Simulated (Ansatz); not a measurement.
Compare A (`C1[O][AlH][SiH2]1`) with its isomer B (`C[SiH]1[O][AlH]1`).

Program: Ansatz. Geometries: PBE0-D4/def2-TZVP. ΔE: electronic, gas phase. CCSD(T)/CBS adds triple-zeta CCSD(T) − MP2 to the extrapolated MP2 energy (def2 sets, frozen cores). Functionals use def2-TZVPP. B3LYP here is the variant with VWN-RPA as its local correlation; programs differ in this.

**Question.** Which is lower in electronic energy at CCSD(T)/CBS, and by how much? (Best estimate.)

**Answer.** Computed: B, by 107.5 kJ/mol.

**Question.** Give E(B) − E(A) in kJ/mol with B3LYP-D4, ωB97M-V, PBE-D4, r2SCAN-D4, LDA (SPW92), HF/def2-TZVPP, CCSD/def2-TZVPP. (Estimate.)

**Answer.** The calculation gave: B3LYP-D4 -102.3, ωB97M-V -104.7, PBE-D4 -97.6, r2SCAN-D4 -109.9, LDA (SPW92) -94.7, HF/def2-TZVPP -101.0, CCSD/def2-TZVPP -103.5. None reverses the order clearly.

**Question.** Does the order hold for the free energy at 298.15 K (harmonic terms from PBE0-D4)? (An estimate is asked.)

**Answer.** Computed: Yes: G(B) − G(A) = -105.9 kJ/mol.

Largest T1 diagnostic: 0.016.

At CCSD(T), def2-SVP lies +24.9 kJ/mol from the extrapolated value and def2-TZVPP +3.5 kJ/mol. Leaving LDA and LC-ωPBE aside and taking each functional with its dispersion term where it has one, the values, not all of them listed here, spread over 15.1 kJ/mol, from B97M-V to revPBE-D4. LDA lies +3.9 kJ/mol from PBE without D4.
